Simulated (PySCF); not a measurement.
**Working out the ionisation energy of Zr**

Zr [Kr] 4d2 5s2 (3F) → Zr⁺ [Kr] 4d2 5s1 (4F). Calculation: PySCF 2.14, in def2-QZVPPD with the def2 core potential (28 electrons); scalar relativity through the core potential. Frozen: nothing. Energies in hartree (1 hartree = 27.21139 eV):

```json
{"part": "UHF", "Zr (lower)": "-46.445699", "Zr⁺ (upper)": "-46.255045"}
{"part": "MP2 opposite-spin", "Zr (lower)": "-0.222974", "Zr⁺ (upper)": "-0.184695"}
{"part": "MP2 same-spin", "Zr (lower)": "-0.084228", "Zr⁺ (upper)": "-0.078221"}
```

Q: What does Hartree-Fock give?

A: (-46.255045) − (-46.445699) = 0.190654 hartree = 5.188 eV.

Q: What do MP2 and SCS-MP2 (6/5 opposite-spin, 1/3 same-spin) give?

A: The opposite-spin parts differ by 1.042 eV and the same-spin parts by 0.163 eV. MP2: 5.188 + (1.042) + (0.163) = 6.393 eV. SCS-MP2: 5.188 + 1.2 × (1.042) + (0.163)/3 = 6.493 eV.

Measured between the centres of the two terms (NIST): 6.639 eV, so MP2 (valence and next inner shell) is off by -0.246 eV.

What remains against the reference includes basis incompleteness and correlation beyond second order.
